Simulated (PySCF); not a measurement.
Compound: [SbCl6]- (charge -1).
Structure used (PBE0-D3(BJ)/def2-SVP), in Å, numbered top down from 1:
```xyz
7
SbCl6 angstrom
Sb     0.0131   -0.0150   -0.0100
Cl    -0.0027   -0.0259    2.3897
Cl     0.0241   -0.0016   -2.4098
Cl     2.4124    0.0096    0.0071
Cl    -2.3867   -0.0394   -0.0320
Cl    -0.0096    2.3849    0.0049
Cl     0.0413   -2.4146   -0.0183
```

The calculation used PBE0-D3(BJ)/def2-SVP geometry optimisation, gas phase, def2 core potentials past Kr (PySCF 2.14.0).

Masses are those of the commonest isotopes; rigid-rotor values at the optimised geometry. 

**Question.** What are A, B and C (MHz)?

**Answer.** Ia = 804.55, Ib = 805.55, Ic = 806.59 u·Å²; 505379 MHz·u·Å²/I gives A = 628.2, B = 627.4, C = 626.6 MHz.

**Question.** Classify the top.

**Answer.** A spherical top, as the point group Oh requires three equal moments; the computed ones differ by 0.25 % because the geometry is symmetric only within the optimiser's tolerance.

The point group Oh allows no dipole (computed: 0.00 D (about the centre of mass, as the species is charged)), so a rigid rotor has no electric-dipole lines.

**Question.** Estimate the classical rotational partition function at 50 K, 100 K and 200 K.

**Answer.** Point group Oh, symmetry number σ = 24; q = (√π/σ)·√((kT/h)³/(ABC)), k/h = 20836.6 MHz/K: 5000 at 50 K, 14100 at 100 K, 40000 at 200 K.

Whether it is a minimum is left open (no frequencies). The geometry's basis has no diffuse functions, a weakness for an anion. Constants of a rigid frame at the computed geometry: no zero-point averaging, no centrifugal distortion.

On an Arm Neoverse V2 with one thread (shared host), this took 78 s wall and 0.59 GiB of memory at its peak. This is the geometry optimisation.
